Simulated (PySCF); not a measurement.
Ligands exchanged one at a time, B F-NH2. Gas-phase values, no solvent. Strings in code marks are SMILES.

The four lowest singlet excitations (Tamm–Dancoff). Level of theory: B3LYP-D3(BJ)/def2-TZVP (PySCF). B3LYP has the VWN-RPA correlation part, as in Gaussian. Excitations are Tamm–Dancoff values on a coarser integration grid. The basis has no diffuse functions, so Rydberg states are missing or too high.

```tsv
state	energy (eV)	wavelength (nm)	oscillator strength
S1	5.77	215	0.000
S2	5.78	215	0.000
S3	6.86	181	0.067
S4	6.91	180	0.000
```

Task: Say which member gives these states.
A. `NB(F)F`
B. `NB(N)F`
C. `NB(N)N`

Result: C, `NB(N)N`
